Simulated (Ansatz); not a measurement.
Consider the formal exchange of groups at a Zn–Si bond: `Cl[SiH2][ZnH]` + `[SiH3]C1C=N1` → `[SiH3]C1N=[C]1[ZnH]` + `[SiH3]Cl`.

Isolated molecules relaxed with PBE0-D4/def2-TZVP in Ansatz; ΔE leaves out vibrations. CBS: MP2 limit from def2 TZ/QZ plus the TZ coupled-cluster correction, frozen cores. This one scheme is used for every species. DFT in def2-TZVPP. B3LYP here is the variant with VWN-RPA as its local correlation; programs differ in this. For Zn outer-core shells are correlated without core-valence functions, which leaves a few kJ/mol of doubt a bond. Scalar relativity is left out up to krypton.

```tsv
level	ΔE (kcal/mol)	difference from CCSD(T)/CBS
PBE0-D4	-0.2	2.3
ωB97X-V	-2.3	0.2
ωB97M-V	-2.0	0.5
B2PLYP	-2.9	-0.4
PBE	0.6	3.1
r2SCAN	-1.5	1.0
PBE0	0.0	2.5
B3LYP	-1.2	1.3
MP2/def2-TZVPP	-5.6	-3.1
CCSD/def2-TZVPP	-3.6	-1.1
CCSD(T)/def2-TZVPP	-3.9	-1.4
HF/def2-QZVPP	-3.3	-0.8
MP2/def2-QZVPP	-4.8	-2.3
SCS-MP2/def2-QZVPP	-4.6	-2.1
HF/CBS(def2)	-3.4	-0.9
CCSD/CBS(def2)	-2.2	0.3
CCSD(T)/CBS	-2.5	0
```

Largest T1 diagnostic among the species: 0.015.

In def2-TZVPP, CCSD(T) changes the Hartree–Fock value by −0.7 kcal/mol (the triples alone add −0.3 kcal/mol) and MP2 by −2.4 kcal/mol.
